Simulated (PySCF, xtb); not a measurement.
H₂Te, SMILES [TeH2+], charge +1, multiplicity 2.

Harmonic wavenumbers (cm⁻¹) from xtb 6.7.1 with GFN2-xTB at its own minimum, in rising order: 766, 1862, 1898.

Question: What does PBE0-D3(BJ)/def2-TZVPD run with PySCF 2.14.0 give at its own minimum? (The exact figures need the calculation; the answer reports its results.)

Answer: 885, 2136, 2142. Paired by order, the mean absolute difference is 212 cm⁻¹ and the zero-point energies are 6.5 and 7.4 kcal/mol.
